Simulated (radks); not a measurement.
Valence configurations of Pd3+ (all share [Kr]). Calculated with a radial shooting solver on a logarithmic mesh with Libxc functionals: scalar-relativistic Kohn-Sham, PBE, spin-polarised, spherical densities, point nucleus; open shells are filled with parallel spins first (spin-orbit coupling, left out, can overturn this in heavy ions). Energies are relative to 4d7; eigenvalues in eV for spin up.

valence      E (eV)  moment (Bohr magnetons)    e(4d)    e(5p)    e(5s)
4d7           0.000                        3  -42.690        -        -
4d5 5p2      37.238                        7  -54.199  -28.466        -
4d6 5s1       9.636                        5  -47.387        -  -33.489
4d5.5 5p1.5  27.180                        6  -51.334  -27.333        -
4d6 5p1      17.623                        5  -48.461  -26.140        -
4d6.5 5p0.5   8.562                        4  -45.578  -24.902        -
4d5 5s2      23.051                        5  -52.031        -  -35.098
4d6.5 5s0.5   4.699                        4  -45.031        -  -32.311

NIST lists [Kr] 4d7 as the ground configuration; this level of theory agrees among the configurations tried. The energies are those of spherical high-spin densities, not of single terms.
